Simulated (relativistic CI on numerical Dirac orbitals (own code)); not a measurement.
# Spin-allowed bands of a d7 ion in an octahedral site, by hand

Problem. Take Δ = 12900 cm⁻¹ and B = 860 cm⁻¹ for a high-spin d7 ion in an octahedral site. Calculate the three spin-allowed bands.

Working.
1. The terms of highest spin are 4F (energy 0) and 4P (15B = 12900 cm⁻¹). Here the F term splits into A2 at +1.2Δ = 15480, T2 at +0.2Δ = 2580 and T1 at −0.6Δ = -7740 cm⁻¹.
2. The two T1 states mix through the element 0.4Δ: H = [[-7740, 5160], [5160, 12900]], with roots ½(H₁₁ + H₂₂) ∓ ½√[(H₂₂ − H₁₁)² + 4H₁₂²] = ½(5160) ∓ ½(23076) = -8958 and 14118 cm⁻¹.
3. The ground term is 4T1 at -8958 cm⁻¹.
4. Bands: 4T2 11538 cm⁻¹ (867 nm), 4T1(P) 23076 cm⁻¹ (433 nm), 4A2 24438 cm⁻¹ (409 nm).

Check. Exact diagonalisation of the whole d7 shell with these parameters gives 4T2 11538, 4T1 23076, 4A2 24438 cm⁻¹. The match is exact, since without spin-orbit coupling no other term has this spin. The ratio of the second band to the first, 2.000, depends on Δ/B = 15.0 alone, which is how a Tanabe-Sugano diagram is read.
